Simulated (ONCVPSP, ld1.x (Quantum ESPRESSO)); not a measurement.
## Potentials for N compared

Generated with ld1.x 7.5 (TM, RRKJ, ultrasoft, PAW), atompaw 4.2 or ONCVPSP 4.0.1. The cutoff is in Ry: for ld1.x and atompaw files where the sum of valence levels is converged to 10 mRy in a Bessel basis, for ONCV files where the hardest occupied wave has 1 mHa per electron of residual kinetic energy. The error is the largest all-electron minus pseudo excitation energy over each file’s own four to seven test configurations (ionisations up to +4, promotions, holes and added fractions of an electron), all of which were solved. The labels leave out finer settings (local radius, basis sizes, second energies), which also bear on the numbers. Spin-polarised tests are not counted. The rows are a selection from randomly drawn settings: files with unsolved tests, undetermined cutoffs or missed reference levels are left out.

A true bound ghost makes a file unfit for plane-wave use even where its test errors are small: the radial tests pick states by their node count and pass the ghost by.

| potential | cutoff (Ry) | largest error (meV) | bound ghosts |
| --- | --- | --- | --- |
| ONCV, PBE, fully relativistic, rc 0.85/0.85 (sp), local smoothed, core correction yes, reference 2s2, qcut 7.3/10.3, projectors 2/1 | 70 | -48 | none |
| ONCV, PBEsol, non-relativistic, rc 0.80/2.50/2.00 (spd), local smoothed, core correction yes, reference 2s2 2p2.75, qcut 7.5/4.7/4.1, projectors 2/3/2 | 59 | +1382 | none |
| ONCV, Wu-Cohen, scalar-relativistic, rc 0.70/2.25/2.15 (spd), local smoothed, core correction yes, reference 2s2 2p3, qcut 8.1/5.9/4.5, projectors 2/2/2 | 81 | +2416 | s, d |
| RRKJ, LDA (PZ), scalar-relativistic, rc 0.85/1.60/1.35 (spd), local d, core correction yes, reference 2s2 2p3 | 70 | +893 | none |
| ONCV, PBE, scalar-relativistic, rc 1.10/2.00/1.80 (spd), local s, core correction yes, reference 2s2 2p2, qcut 5.9/8.1/4.7, projectors 0/2/2 | 55 | +1099 | none |
| PAW, PBEsol, non-relativistic, rc 0.70/2.20 (sp), local smoothed, core correction yes, reference 2s2 2p2 | 70 | +160 | none |

Q: Fill in the row for N: TM semilocal, PBE, scalar-relativistic, rc 0.70/1.75/1.60 (spd), local p, core correction no, reference 2s2 2p3.

A: cutoff 140 Ry, largest error +1072 meV, bound ghosts: none.

Q: Fill in the row for N: ONCV, PBE, non-relativistic, rc 1.05/2.00/2.10 (spd), local smoothed, core correction no, reference 2s2 2p3, qcut 4.8/6.1/4.3, projectors 2/3/1.

A: cutoff 249 Ry, largest error +2060 meV, bound ghosts: none.
